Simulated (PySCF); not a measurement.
## ZrCl₃: from structure and modes to constants

These are results of PySCF, UPBE0, basis Zr def2-TZVP with ECP28, Cl def2-TZVP (scalar-relativistic core potentials, no spin–orbit coupling, density fitting), not measurements.

The doublet minimum has D3h symmetry. Masses (u): Zr 89.90470, Cl 34.96885.

```xyz
4
charge 0 multiplicity 2, angstrom
Zr    0.0000    0.0000    0.0000
Cl    0.0000    0.0000    2.3277
Cl    2.0158    0.0000   -1.1638
Cl   -2.0158    0.0000   -1.1638
```

Harmonic wavenumbers (cm⁻¹): 56.3 (a2'', ×1), 89.5 (e', ×2), 365.0 (a1', ×1), 429.5 (e', ×2).

(1) Find the principal moments of inertia and the rotational constants. What kind of rotor is it?

(2) What is the harmonic zero-point energy?

(3) Give the standard entropy (298.15 K, 1 bar) by its translational, rotational, vibrational and spin parts, and Cp.

Results:

(1) About the centre of mass I = 284.19, 284.19, 568.39 u Å². With B = 16.8576/I this gives 0.05932, 0.05932, 0.02966 cm⁻¹. The molecule is an oblate symmetric top.

(2) Half the sum of all 6 wavenumbers, 1459/2 = 730 cm⁻¹, which is 8.7 kJ/mol (1 cm⁻¹ = 0.0119627 kJ/mol).

(3) Sackur–Tetrode with M = 194.81 u gives 174.6; rotation with symmetry number 6 gives 107.0; vibration 61.7; spin R ln 2 = 5.8. The total is 349.0 J/(mol K), and Cp = 4 R + 42.9 = 76.1 J/(mol K).

This need not be the most stable arrangement of these atoms. Open d and f shells are described by one determinant, and the ground state may have another occupation or spin.
